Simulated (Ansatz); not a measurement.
Job for Ansatz (a quantum-chemistry and plane-wave program): R-CAM-B3LYP/def2-TZVPPD on H2O (SMILES O). The basis file is the Basis Set Exchange's JSON of that set.

Ansatz 0.2 input:
```yaml
crystal:
  periodic: [false, false, false]
  atoms:
    - {symbol: O, position_ang: [0.00716711, 0.38955600, -0.00000000]}
    - {symbol: H, position_ang: [-0.76847174, -0.18070572, 0.00000000]}
    - {symbol: H, position_ang: [0.76130462, -0.20885028, -0.00000000]}
basis:
  gaussian:
    orbitals: def2-TZVPPD.json
hamiltonian:
  xc: {name: CAM-B3LYP}
scf: {lower_state_search: off}
```

The log:

```
WARN ansatz: RAYON_NUM_THREADS=1 ignored (pool sized by the plan → 1); use --threads N
Functional definition: CAM-B3LYP
these checks for a lower state are left out or cut short: stability, starts, cluster_reference, orbital_swaps, neighbouring_geometries, increment
integrals: 0.01 GiB planned
302 factors; their error is unknown
integrals: 0.04 GiB planned
104 factors; integrals over basis functions are off by at most 4.0e-5 eV
mean field: 0.13 GiB planned
mean field evaluation 1: about -2076.2737 eV, gradient 4.9e1 eV
mean field evaluation 2: about -2072.8856 eV, gradient 6.7e1 eV
mean field evaluation 4: about -2080.0701 eV, gradient 2.4e-1 eV
mean field evaluation 8: about -2080.0744 eV, gradient 2.3e-1 eV
mean field evaluation 16: about -2080.0745 eV, gradient 2.1e-6 eV
mean field -2080.07449003 eV, -76.4413275833 hartree, gradient 2.1e-6 eV, S^2 0.000000; 0 other end points of the search recorded, 0 dependent functions left out
reference -2080.07458163 eV, -76.4413309499 hartree; 5, 5 occupied and 69, 69 virtual orbitals, 302 factors
Total energy: -2080.07458163 eV, -76.4413309499 hartree
Checks for a lower state left out: stability, starts, cluster_reference, orbital_swaps, neighbouring_geometries, increment
```

The calculation finished and met its thresholds.

Cost: roughly 0.5 core-seconds.
